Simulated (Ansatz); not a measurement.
HAlCl, SMILES `[AlH-][Cl]` (excited triplet) (charge -1, multiplicity 3). This triplet is an excited state, 1.12 eV above the relaxed singlet at the level frozen-core CCSD(T)/aug-cc-pVTZ // PBE0-D3(BJ)/def2-TZVPD (Ansatz, an electronic-structure program).

All values below come from BLYP/aug-cc-pVTZ // PBE0-D3(BJ)/def2-TZVPD run with Ansatz.

Ansatz 0.2 input:
```yaml
crystal:
  periodic: [false, false, false]
  atoms:
    - { symbol: Al, position_ang: [-0.281312, 0.667437, 0.0] }
    - { symbol: Cl, position_ang: [1.758382, -0.243211, -0.000005] }
    - { symbol: H, position_ang: [-1.47707, -0.424226, 0.000006] }
basis:
  gaussian: { orbitals: aug-cc-pVTZ }
hamiltonian:
  xc: blyp
total_charge: -1
magnetization:
  spin_polarized: true
  initial_magnetization: 2
```

Output:

```
Functional definition: BLYP
760 factors; their error is unknown
mean field evaluation 1: about -19127.0608 eV, gradient 3.6e1 eV
mean field evaluation 2: about -19105.6165 eV, gradient 6.5e1 eV
mean field evaluation 4: about -19136.9144 eV, gradient 7.4e0 eV
mean field evaluation 8: about -19137.4897 eV, gradient 1.7e-1 eV
mean field evaluation 16: about -19137.4704 eV, gradient 1.4e-4 eV
mean field evaluation 32: about -19136.6227 eV, gradient 1.5e-2 eV
mean field evaluation 64: about -19136.9250 eV, gradient 4.9e0 eV
mean field -19137.47036075 eV, -703.2890639142 hartree, gradient 2.7e-5 eV, S^2 2.001761; 9 other end points of the search recorded, 0 dependent functions left out
reference -19137.47062479 eV, -703.2890736175 hartree; 17, 15 occupied and 106, 108 virtual orbitals, 760 factors
Total energy: -19137.47062479 eV, -703.2890736175 hartree
```
